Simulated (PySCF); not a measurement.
Gas-phase reaction: GeH2F2 + GeH2 + H2 → 2 GeH3F

Method: PySCF energies plus ideal-gas RRHO corrections (1 bar). † marks an energy on the PBE0/def2-TZVP geometry and frequencies; other levels use their own. CCSD(T) freezes the core. All species are closed-shell singlets. Ge: all electrons, no relativistic terms. GeH2F2, GeH2: computed as isolated molecules; such fragments, hydroxides, amides, oligomers or adducts are transient or little studied in the gas. CCSD(T) isn't extrapolated to the basis-set limit; its ΔH°(298 K) is -157.3 kJ in def2-SVP and -159.9 kJ in def2-TZVPP. The harmonic model lacks anharmonicity and excited electronic states, which grow with temperature; levels with a mode under 35 cm⁻¹ are left out.

```tsv
level	ΔE electronic, kJ	ΔH°(298 K), kJ	ΔS°(298 K), J/K	ΔG°(600 K), kJ
BLYP/def2-TZVP†	-139	-124	-124	-48
CCSD(T)/def2-SVP†	-173	-157	-124	-81
PBE/def2-SVP	-171	-156	-125	-79
PBE0/def2-TZVP	-178	-162	-124	-86
ωB97X-V/def2-TZVP†	-180	-165	-124	-89
```
ΔH° is lowest at ωB97X-V/def2-TZVP† and highest at BLYP/def2-TZVP†. No reference value is set beside these.
